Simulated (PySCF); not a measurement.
# A small calculation by hand: chemical shift, span and skew from a shielding tensor

C3H6BFO2, SMILES C[C@]1(F)OCB1O. Atoms are numbered in the order given.

```xyz
13

C     -1.8033    -0.7292    -0.2365
C     -0.5092    -0.1507     0.2590
F     -0.3006    -0.6144     1.5573
O     -0.5199     1.2555     0.2560
C      0.8031     1.4752    -0.2979
B      0.8962    -0.0850    -0.5216
O      1.7611    -0.9099    -1.1148
H     -1.7850    -1.8271    -0.1858
H     -2.6252    -0.3606     0.3964
H     -1.9935    -0.4172    -1.2730
H      0.7651     2.1330    -1.1831
H      1.4881     1.9280     0.4407
H      1.5023    -1.8381    -1.0796
```
Charge 0, spin multiplicity 1.

The structure is a stationary point at PBE0-D3(BJ)/def2-SVP. The structure was generated by enumeration; whether it is a known compound was not checked. One conformer was computed; it need not be the lowest.

GIAO shieldings from B3LYP/pcSseg-1 in PySCF, non-relativistic, no solvent. The symmetric part of the tensor of C5 has the principal values 65.5, 89.2, 167.7 ppm. The same nucleus in TMS has σ = 181.3 ppm at this level (PySCF, at its B3LYP-D3(BJ)/def2-TZVP geometry).

Task: Work out the isotropic shielding, the ¹³C shift against TMS, the span and the skew.

Result: 
σ(iso) = (σ11 + σ22 + σ33)/3 = 107.5 ppm. δ = σ(ref) − σ(iso) = 181.3 − (107.5) = 73.8 ppm.
Span Ω = σ33 − σ11 = 102.2 ppm. Skew κ = 3(σ(iso) − σ22)/Ω = 0.54. Tumbling in solution averages the tensor to δ; in a static solid the shielding alone would spread this spin-1/2 line over Ω.
